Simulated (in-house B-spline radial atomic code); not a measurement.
How numerical settings move a run on Rh, [Kr] 4d8 5s1. Computed with a B-spline radial code for spherical atoms: non-relativistic B97-1, spherical fractional occupations, point nucleus.

Command:
```bash
python run_scf.py task.json out
```
Settings of the sound reference run:
```
Z                45
electrons        45
configuration    [Kr] 4d8 5s1
hamiltonian      nr
method           b97_1
spin_polarised   False
knot_spacing     0.22
spline_order     8
gauss_points     12
box_radius       50
max_iterations   70
damping          0.5
damped_steps     3
diis_vectors     10
tolerance        1e-08
start            Thomas-Fermi
```

Time taken, with all properties: 0.33 s on 1 thread of Arm Neoverse N1, on a shared host.

It converges in 10 iterations to -4687.798374 hartree, with 5s at -3.78592 eV. The other runs change the listed settings, some to values that make no sense; their results aren't properties of the atom or ion. Radii are in bohr (the nuclear one in fm), a minus after a letter asks for a j subshell, and «unchanged» means within 1e-8 hartree. The run stops when the residual is below 10 × tolerance × max(1, Z/10), or a noise floor if that is larger, and the energy moves by less than 1e-8 × √|E| hartree; so very loose and very tight tolerances often act alike.

| changed settings | outcome |
| --- | --- |
| gauss_points = 3 | converged in 10 iterations, energy -8.41e+05 hartree from the reference, 5s level -6.2e+01 eV |
| knot_spacing = 0.55, box_radius = 100, max_iterations = 75, damped_steps = 8 | converged in 15 iterations, energy +1.77e-01 hartree from the reference, 5s level +8.1e-03 eV |
| first_knot = 2.22e-06 | converged in 9 iterations, energy +2.11e-05 hartree from the reference, 5s level +2.7e-04 eV |
| first_knot = 0.0222 | converged in 10 iterations, energy +2.32e-05 hartree from the reference, 5s level -1.5e-05 eV |
| tolerance = 1e-13 | converged in 11 iterations, energy unchanged, 5s level -4.4e-06 eV |
| gauss_points = 16 | converged in 10 iterations, energy unchanged |
| first_knot = 0.0667 | converged in 10 iterations, energy +4.47e-03 hartree from the reference, 5s level -1.2e-05 eV |
| electrons = 53, configuration = [Kr] 4d8 5s1 7s2 7p6, max_iterations = 50 | not converged after 50 iterations, last residual 9.8e-04 |
| max_iterations = 2, tolerance = 0.0001, start = bare nucleus | not converged after 2 iterations, last residual 4.6e+00, last energy +8.89e+02 hartree from the reference |
| knot_spacing = 0.55, gauss_points = 4, box_radius = 15, max_iterations = 60, damping = 0 | converged in 13 iterations, energy +1.45e-01 hartree from the reference, 5s level +3.4e-03 eV (the program warns: 5s reaches the box edge) |
| first_knot = 0.00222 | converged in 10 iterations, energy -8.15e-06 hartree from the reference, 5s level +1.7e-05 eV |
| gauss_points = 4, max_iterations = 60, start = bare nucleus | converged in 13 iterations, energy +4.56e-07 hartree from the reference, 5s level -1.1e-05 eV |
| first_knot = 0.00667 | converged in 10 iterations, energy -8.16e-06 hartree from the reference, 5s level +1.7e-05 eV |
| tolerance = 1e-06 | converged in 9 iterations, energy unchanged, 5s level +3.0e-04 eV |

(1) What happens with spline_order = 10, gauss_points = 4, box_radius = 3, max_iterations = 50, damping = 0.8?

(2) What happens with hamiltonian = dirac, method = hf, nucleus = fermi, rms_radius = 4.4945, mass_number = 103, atomic_mass = 102.9055, speed_of_light = 40.50784?

(3) What happens with first_knot = 2.22e-05?

(4) What happens with gauss_points = 4?

## Answers

(1) Converged in 9 iterations, energy -1.17e+06 hartree from the reference, 5s level -4.7e+01 eV (the program warns: 5s reaches the box edge; 4d has a positive eigenvalue: unbound, held by the box).

(2) Converged in 12 iterations to -6095.0360 hartree, a different physical problem.

(3) Converged in 9 iterations, energy -7.09e-06 hartree from the reference, 5s level +3.2e-04 eV.

(4) Converged in 10 iterations, energy +4.56e-07 hartree from the reference, 5s level -4.5e-06 eV.
